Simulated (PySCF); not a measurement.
Static response to an electric field

C6H8FN.
Cartesian coordinates in Å at the PBE0-D3(BJ)/def2-SVP level; atoms count from 1:
```
atom  x, y, z in Å
N1     0.1794   -0.7734   -3.1128
C2     0.5070   -0.4381   -2.0542
C3     0.8944   -0.0264   -0.7078
C4     0.5156   -1.1067    0.3327
C5    -0.8836   -0.6938    0.7731
C6    -0.7502    0.8106    0.9176
F7    -0.0653    1.0770    2.0919
C8     0.1134    1.2462   -0.2636
H9     1.9807    0.1494   -0.7230
H10    1.2053   -1.0310    1.1859
H11    0.5795   -2.1262   -0.0707
H12   -1.6229   -0.9228   -0.0125
H13   -1.2185   -1.1633    1.7089
H14   -1.7127    1.3436    0.9712
H15    0.7886    2.0518    0.0542
H16   -0.5063    1.6356   -1.0832
```

Level: PBE0/def2-SVPD (PySCF), static field, nuclei fixed, core orbitals frozen in the response. The polarisability tensor in these axes (au):

```
x   63.68 -0.28 -1.16
y   -0.28 67.72  4.32
z   -1.16  4.32 81.89
```

Problem. What are the eigenvalues, a third of the trace, and Δα (Δα² = ½Σ(αi − αj)² over the three pairs)?

Solution. Principal values 63.60, 66.50 and 83.18 au; mean 71.10 au = 10.54 Å³ = 11.72 × 10⁻⁴⁰ C²·m²/J; Δα = 18.30 au (26 % of the mean).

Problem. What is the dipole moment, and where does it point?

Solution. (0.05, 0.64, 2.40) D, 2.49 D in size, pointing from the negative to the positive side. Measured along this direction, the outermost atoms are N1 at the negative end and F7 at the positive end.

Problem. Find the Langevin capture rate constant for O2+ (31.990 u) meeting this molecule (113.064 u), k = 2.342 × 10⁻⁹ cm³/s × √(α in Å³ / reduced mass in u).

Solution. The reduced mass is 24.93 u, so k = 1.52 × 10⁻⁹ cm³/s. The formula leaves out the permanent dipole, which adds to the capture rate.

Problem. What molar refraction does this α imply?

Solution. Lorentz–Lorenz: R = (4π/3)N_A α = 2.5225 cm³/(mol·Å³) × 10.54 Å³ = 26.6 cm³/mol, in the limit of long wavelengths.

Problem. How large is μ²/3kT at 273 K beside α?

Solution. In Gaussian units μ²/3kT = 54.75 Å³ against 10.54 Å³, a ratio of 5.20; the Debye molar polarisation (4π/3)N_A(α + μ²/3kT) is 164.7 cm³/mol, leaving out the vibrational part.

Problem. Directions of the eigenvectors, and the extent of the frame along each?

Solution. Largest value along (-0.06, 0.27, 0.96), where the nuclei span 5.52 Å; middle along (0.02, 0.96, -0.27), 3.99 Å; least along (1.00, 0.00, 0.06), 3.58 Å. The response follows the extents in order.

One conformer (not necessarily the lowest) at the PBE0-D3(BJ)/def2-SVP geometry, without solvent, vibrations or thermal averaging.
